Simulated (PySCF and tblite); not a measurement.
Values are calculated unless marked as measured or tabulated.
# Dynamics report: rearrangement

System: C5H5Cl3Si, numbered as in [Cl:1][Si:2]([Cl:3])([Cl:4])[CH:5]1[CH:6]=[CH:7][CH:8]=[CH:9]1.

Motion: shift of H on C5 from C5 to C9. Level: CAM-B3LYP/pcSseg-1 + D3(BJ) on PBE0-D3(BJ)/def2-SVP stationary points, with GFN2-xTB thermal terms. Rate constants are transition-state-theory values, counting equivalent paths, without tunnelling. Run with tblite and PySCF.

| point | symmetry | E(GFN2) kcal/mol | E(DFT) kcal/mol | ZPE change kcal/mol | lowest mode cm⁻¹ | dipole D |
| --- | --- | --- | --- | --- | --- | --- |
| start | Cs | 0.0 | 0.0 | 0.00 | 36 | 2.02 |
| saddle | C1 | 25.1 | 28.5 | -2.48 | 1096i | 2.19 |
| end | Cs | -2.9 | -1.6 | -0.06 | 18 | 3.20 |

| Property | Result |
| --- | --- |
| Electronic barrier | 28.5 kcal/mol |
| Barrier with zero-point energy | 26.0 kcal/mol |
| ΔH‡ (298 K) | 25.9 kcal/mol |
| ΔS‡ (298 K, symmetry apart) | 0.0 cal/(mol K) |
| Paths | 2 equivalent paths |
| End point | a different minimum |
| Mean lifetime of the start against this motion at 298 K | 9 days |
| Cost | 12 min on 1 thread of Arm Neoverse V2, shared host (rough), peak memory 1.1 GiB, launched as `OMP_NUM_THREADS=1 python ens_run.py task.json out` |

| T/K | ΔG‡ kcal/mol | k s⁻¹ | ΔG kcal/mol | k back s⁻¹ |
| --- | --- | --- | --- | --- |
| 298 | 25.9 | 1.3×10⁻⁶ | -2.0 | 4.7×10⁻⁸ |
| 350 | 25.9 | 0.00098 | -2.0 | 5.3×10⁻⁵ |
| 400 | 25.9 | 0.12 | -2.1 | 0.0083 |
| 500 | 25.9 | 95 | -2.2 | 10 |

ΔG and ΔG‡ leave out symmetry numbers and mirror images; rates count paths: 2 out, 2 back.

Tunnelling of the moving H, left out here, will speed the real process.
